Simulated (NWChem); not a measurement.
A series in which one site is exchanged, each optimised at PBE0/def2-SVP with NWChem, gas phase unless a solvent is named. This build's default masses of Se (78.918 u) and Br (79.917 u) are each other's, which moves their modes by up to 0.6 %. Some are not confirmed as minima by frequencies. def2 effective core potentials on Sr; no spin-orbit coupling.

A: [F][Sr][Br] (SrBrF; site = Sr)
B: [F][Ca][Br] (CaBrF; site = Ca)
C: F[Se]Br (SeBrF; site = Se)
D: [Br][Mg][F] (MgBrF; site = Mg)

### Question
Rank them by dipole (D), PBE0/def2-SVP, lowest first.

### Answer
D (0.31), C (1.59), B (3.14), A (5.07)
